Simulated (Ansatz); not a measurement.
Cartesian coordinates in Å:
```
N -0.544 1.076 -0.417
C 0.820 0.600 -0.320
O 0.831 -0.752 0.010
Sb -0.542 -1.218 1.381
H -0.969 0.850 -1.307
H -0.631 2.067 -0.246
H 1.321 1.214 0.444
H 1.385 0.696 -1.256
H 0.103 -2.811 1.413
H -1.775 -1.721 0.297
```

Total charge 0; spin multiplicity 1. Sb takes the def2 core potential.

(1) List the PBE0/def2-TZVPP orbital energies in eV (Ansatz 0.2.0). (Estimate.)

Answers

(1) Ansatz gave: Occupied: -522.14, -391.46, -280.09, -156.71, -108.30, -108.22, -108.10, -35.95, -35.85, -35.75, -35.70, -35.63, -27.96, -24.69, -18.19, -15.65, -14.58, -13.60, -12.16, -11.70, -9.38, -8.91, -7.96, -7.89, -6.69. Lowest empty: -0.60, 0.53, 0.80, 1.71, 2.13, 2.56, 3.39, 3.65.
